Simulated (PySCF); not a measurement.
C₂H₄O, SMILES `C[C]O` (lower singlet; C–C–O–H torsion 180°), neutral singlet in the gas phase. This singlet lies 1.33 eV below the relaxed triplet at the level frozen-core CCSD(T)/cc-pVTZ // B3LYP-D3(BJ)/def2-TZVP (Ansatz).

Cartesian coordinates (Å):
SMILES: C[C]O
```xyz
7

C     -0.7706    -0.0394    -0.0308
C      0.4655    -0.5117    -0.7142
O      1.4149     0.3753    -0.4954
H     -0.6772     0.9110     0.5063
H     -1.5598     0.0245    -0.7870
H     -1.0942    -0.8336     0.6497
H      2.2214     0.0737    -0.9376
```
Charge 0, spin multiplicity 1.

All levels are single points at this geometry (B3LYP-D3(BJ)/def2-TZVP); Pople sets use spherical d functions. Orbital energies aren't observables, and empty levels follow the basis.

B3LYP/6-311+G** in PySCF gives gap (eV) = 4.66.

### Question
Estimate the gap (eV) from each of these levels: B3LYP-D3(BJ)/def2-TZVP in PySCF; B3LYP/3-21G in PySCF; HF/3-21G in PySCF; HF/6-31G* in PySCF; HF/STO-3G in PySCF.

### Answer

| level | gap (eV) |
|---|---|
| B3LYP-D3(BJ)/def2-TZVP in PySCF | 4.69 |
| B3LYP/3-21G in PySCF | 4.49 |
| HF/3-21G in PySCF | 13.47 |
| HF/6-31G* in PySCF | 13.59 |
| HF/STO-3G in PySCF | 14.99 |
